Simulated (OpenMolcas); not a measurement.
## What dynamic correlation does to the levels of Ti III

```
Program             : OpenMolcas
Basis               : ANO-R2 [6s5p4d2f1g]
Scalar Hamiltonian  : X2C, finite nucleus
Active space        : 2 electrons in 10 orbitals (3d 4d)
State averaging     : 2S+1 = 3 even, 10 roots; 2S+1 = 1 even, 15 roots
Spin-orbit coupling : RASSI with atomic mean-field integrals over the reference wave functions, term energies averaged over their components
```

Methods on the same reference wave functions:
A. CASSCF
B. SS-CASPT2, IPEA 0.25 Eh, imaginary shift 0.1 Eh (closed shells correlated: 3s 3p)

Energies in cm⁻¹ above 3d² ³F₂, the measured ground level; measured values from Corliss and Sugar, J. Phys. Chem. Ref. Data 8, 1 (1979).

```tsv
Level	A	B	Measured
3d² ³F₂	0.0	0.0	0.0
3d² ³F₃	189	190	185
3d² ³F₄	435	436	420
3d² ¹D₂	10794	8160	8474
3d² ³P₀	12987	10950	10538
3d² ³P₁	13051	11010	10604
3d² ³P₂	13184	11140	10721
3d² ¹G₄	16630	14620	14398
3d² ¹S₀	39291	32460	32476
```

Deviations, from unrounded energies. A percentage is the sum of absolute deviations over the sum of measured energies, with the sign that they share, or ± where signs differ.

```
                        Against measurement  Levels      A     B
             mean absolute deviation (cm-1)       8   2300   230
      fine structure of the ground term (%)       2   +3.1  +3.4
other terms of the ground configuration (%)       6  +21.5  ±2.0
```

B lies closest to measurement on these levels. The largest miss of B in the table is 3d² ³P₂, by +420 cm-1. The ranking rests on the paired levels alone, and a cruder setting can come out closer through cancelling errors.

From A to B the spin-free energies of the other terms of 3d² shown, above ³F, scale by factors of 0.75 to 0.88, as is usual when dynamic correlation screens the repulsion within a d or f shell.

The lowest spin-free term lies below A's lowest term by 0.300 hartree in B.

CASPT2 breaks the degeneracy within a term, and the mean is taken; among the terms shown or strongly mixed into the levels shown the widest spread is 700 cm-1 (3d² ¹G, B). Active for correlation alone: 4d; no level in the range computed is led by a configuration that fills it, so any true level of that kind is missing. Without dynamic correlation excited terms often stand tens of per cent too high (terms of higher spin than the ground term too low), and those without a measured partner can miss by more than the paired ones (holds for A). Measured partners are found by configuration, term and J. A level has none where our copy of the source lacks it or the pairing is in doubt (some pairs that miss far off the trend of their configuration count as doubtful), and it then counts in no deviation. Levels of configurations outside the active space are missing.
